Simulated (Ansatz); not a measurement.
`[InH2][I]` + `C[NH][GeH3]` → `C[N]([GeH3])[InH2]` + HI at 600 K and 1 bar (ligand exchange at the In–I bond).

Calculated with Ansatz (gas phase, PBE0-D4/def2-TZVP geometries, no zero-point term in ΔE). CBS: MP2 limit from def2 TZ/QZ plus the TZ coupled-cluster correction, frozen cores. Elements past krypton have def2 core potentials. For Ge, I, In outer-core shells are correlated without core-valence functions, which leaves a few kJ/mol of doubt a bond. Scalar relativity is left out up to krypton.

```tsv
species	CCSD(T)/CBS energy (Eh)	H − E (kJ/mol)	S (J/(mol·K))
`[InH2][I]`	-488.48444	64.6	338.9
`C[NH][GeH3]`	-2173.06430	253.9	386.3
`C[N]([GeH3])[InH2]`	-2363.46641	277.7	488.4
HI	-298.03592	31.6	227.0
```

H − E and S are ideal-gas, rigid-rotor, harmonic terms from PBE0-D4/def2-TZVP, for one conformer and one mirror image of each species. 1 Eh = 2625.50 kJ/mol, R = 8.31446 J/(mol·K).

Problem. By hand: ΔE, ΔH, ΔS and ΔG.

Solution. ΔE = (-2363.46641) + (-298.03592) − (-488.48444) − (-2173.06430) = 0.04641 Eh = 121.8 kJ/mol. Δ(H − E) = 277.7 + 31.6 − 64.6 − 253.9 = -9.2, so ΔH = 112.6 kJ/mol. ΔS = 488.4 + 227.0 − 338.9 − 386.3 = -9.8 J/(mol·K). ΔG = 112.6 − 600 × (-9.8)/1000 = 118.5 kJ/mol.

Problem. By hand: the equilibrium constant, and the temperature at which ΔG would vanish if ΔH and ΔS stayed fixed.

Solution. log₁₀ K = −ΔG/(RT ln 10) = -10.3. ΔH and −TΔS have one sign here, so there is no such temperature.

The number of gas molecules stays the same, so ΔS is small and ΔH decides. A doubt of 5 kJ/mol in ΔE shifts log₁₀ K by 0.4 here. Other conformers and mirror images would add mixing entropy, several J/(mol·K) or more a flexible species. These are equilibria of isolated gas molecules and say nothing of rates. Largest T1 diagnostic: 0.015 (customary marks: 0.02 for closed shells, 0.045 for open ones).

ΔS is within the doubt of such terms, so its sign, and with it that verdict, could turn.
